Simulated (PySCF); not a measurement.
Worked example: chemical shift, span and skew from a shielding tensor

2-hydroxyethyl prop-2-enoate (C5H8O3), SMILES O(CCO)C(=O)C=C. Atoms are numbered in the order given.

```xyz
16

C      3.3514     0.5664     0.2181
C      2.2170     0.7026    -0.4705
C      1.0088    -0.0631    -0.0829
O      0.9376    -0.8409     0.8346
O     -0.0172     0.2212    -0.9013
C     -1.2426    -0.4513    -0.6498
C     -2.0606     0.2563     0.4213
O     -3.3034    -0.3598     0.6013
H      4.2551     1.1189    -0.0487
H      3.3886    -0.1146     1.0736
H      2.1265     1.3688    -1.3320
H     -1.7827    -0.4479    -1.6093
H     -1.0521    -1.4908    -0.3449
H     -1.5240     0.1912     1.3794
H     -2.1457     1.3301     0.1619
H     -3.8456    -0.1843    -0.1744
```

Geometry: PBE0-D3(BJ)/def2-SVP. Other conformers were not sampled.

GIAO shieldings from PBE/pcSseg-1 (PySCF), non-relativistic, no solvent. The symmetric part of the tensor of C1 has the principal values -78.3, 36.6, 166.0 ppm. The same nucleus in TMS has σ = 182.0 ppm at this level (PySCF, at its B3LYP-D3(BJ)/def2-TZVP geometry).

Question: Work out the isotropic shielding, the ¹³C shift against TMS, the span and the skew.

Answer: 
σ(iso) = (σ11 + σ22 + σ33)/3 = 41.4 ppm. δ = σ(ref) − σ(iso) = 182.0 − (41.4) = 140.6 ppm.
Span Ω = σ33 − σ11 = 244.3 ppm. Skew κ = 3(σ(iso) − σ22)/Ω = 0.06. Tumbling in solution averages the tensor to δ; in a static solid the shielding alone would spread this spin-1/2 line over Ω.
